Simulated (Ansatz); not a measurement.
The cluster K₂Cl₂. Total charge 0; singlet. Geometry PBE0-D4/def2-TZVP.

```xyz
4

K    -1.3221    1.1283    0.9157
K     1.3221   -1.1283   -0.9157
Cl   -0.1693    1.2043   -1.7263
Cl    0.1693   -1.2043    1.7263
```

The 6-31G sets use Cartesian d functions. The structure comes from a short search, and lower isomers may exist.

Task: Estimate the orbital energies around the gap (eV) in Ansatz with HF/6-31G, PBE-D4/def2-SVP, revPBE-D4/def2-TZVP, r2SCAN-D4/def2-TZVP, r2SCAN-D4/def2-TZVPD.

Result: 
```tsv
orbital	HF/6-31G	PBE-D4/def2-SVP	revPBE-D4/def2-TZVP	r2SCAN-D4/def2-TZVP	r2SCAN-D4/def2-TZVPD
HOMO−9	-25.34	-18.22	-18.03	-18.72	-18.72
HOMO−8	-25.31	-18.20	-18.00	-18.69	-18.69
HOMO−7	-24.97	-16.49	-16.76	-17.62	-17.66
HOMO−6	-24.82	-16.44	-16.71	-17.56	-17.60
HOMO−5	-10.26	-5.48	-5.67	-6.03	-6.06
HOMO−4	-10.21	-5.36	-5.64	-6.01	-6.05
HOMO−3	-10.08	-5.32	-5.53	-5.90	-5.93
HOMO−2	-9.97	-5.14	-5.41	-5.79	-5.82
HOMO−1	-9.90	-5.06	-5.36	-5.72	-5.76
HOMO	-9.88	-5.02	-5.34	-5.72	-5.75
LUMO	0.24	-1.23	-1.26	-0.54	-0.56
LUMO+1	0.30	-0.92	-0.97	-0.23	-0.26
LUMO+2	0.97	0.48	0.39	1.10	0.38
LUMO+3	1.04	0.69	0.62	1.41	0.57
LUMO+4	1.34	0.72	0.68	1.42	0.67
LUMO+5	1.54	0.77	0.71	1.43	0.69
```
